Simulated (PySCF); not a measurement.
Species: C5H5N2Si (doublet state).
Cartesian coordinates in Å at the GFN2-xTB level; atoms count from 1:
```xyz
13
C5H5N2Si angstrom
N     -3.7682   -0.0645    1.1477
C     -2.8578   -0.2843    0.4888
Si    -1.3810   -0.6594   -0.5889
C      0.1112    0.0039    0.3798
C      0.5955    1.3479    0.1432
C      1.3901    0.2566   -0.4423
C      2.6476   -0.0567    0.1378
N      3.6508   -0.3028    0.6343
H     -1.2879   -2.1120   -0.7401
H     -1.5383    0.0645   -1.8495
H      0.2209   -0.4102    1.3815
H      0.8657    2.1440    0.8021
H      1.3471    0.0735   -1.5122
```

The hyperfine couplings belong to this conformer and change with its torsions.

Identity: `N#C[SiH2][C@@H]1[CH][C@H]1C#N` [radical].

Theory: UKS B3LYP, pcH-1 on C H N Si, non-relativistic, mean-field spin-orbit, GIAO (PySCF 2.14.0). Geometry: GFN2-xTB, one conformer, isolated molecule. Couplings are sensitive to structure, and on GFN2-xTB geometries they can be far from those on DFT ones. No stability test was run, so a lower SCF solution isn't excluded.

(1) Match the computed a_iso(13C) values +279.8, +22.2, -15.1, -12.0, +2.2 MHz with the sites C2; C4; C5; C6; C7.

(2) Match the computed a_iso(1H) values +80.3, +62.0, -12.8, +6.6, -1.4 MHz with the sites H9; H10; H11; H12; H13.

## Answers

(1) 
```json
{"site": "C2", "a_iso (MHz)": "+2.2", "ρ(0) (bohr⁻³)": "+0.0020", "position": "3 bonds from C5", "distance from C5 (Å)": "3.84", "spin population": "0.00", "largest |T| (MHz)": "0.8"}
{"site": "C4", "a_iso (MHz)": "-12.0", "ρ(0) (bohr⁻³)": "-0.0107", "position": "1 bond from C5", "distance from C5 (Å)": "1.45", "spin population": "-0.04", "largest |T| (MHz)": "5.9"}
{"site": "C5", "a_iso (MHz)": "+279.8", "ρ(0) (bohr⁻³)": "+0.2490", "position": "largest spin population", "distance from C5 (Å)": "0.00", "spin population": "+0.95", "largest |T| (MHz)": "147.2"}
{"site": "C6", "a_iso (MHz)": "-15.1", "ρ(0) (bohr⁻³)": "-0.0134", "position": "1 bond from C5", "distance from C5 (Å)": "1.47", "spin population": "-0.03", "largest |T| (MHz)": "3.6"}
{"site": "C7", "a_iso (MHz)": "+22.2", "ρ(0) (bohr⁻³)": "+0.0197", "position": "2 bonds from C5", "distance from C5 (Å)": "2.49", "spin population": "0.00", "largest |T| (MHz)": "4.6"}
```

(2) 
```
site  a_iso (MHz)  ρ(0) (bohr⁻³)            position  distance from C5 (Å)  bound to  spin population there  largest |T| (MHz)
  H9         +6.6        +0.0015  γ, 3 bonds from C5                  4.04       Si3                  +0.04                2.6
 H10         -1.4        -0.0003  γ, 3 bonds from C5                  3.19       Si3                  +0.04                5.1
 H11        +80.3        +0.0180  β, 2 bonds from C5                  2.18        C4                  -0.04                7.4
 H12        -12.8        -0.0029   α, 1 bond from C5                  1.07        C5                  +0.95               37.5
 H13        +62.0        +0.0139  β, 2 bonds from C5                  2.22        C6                  -0.03                9.9
```

ρ(0) is the spin density at the nucleus and T the dipolar tensor; a_iso includes a spin–orbit part. The largest Mulliken spin population is on C5 (+0.95). The angles at C5 add up to 327.6°, so it is pyramidal.

Examples of negative spin density at the nucleus (bohr⁻³): C6 (-0.0134), C4 (-0.0107) and H12 (-0.0029).
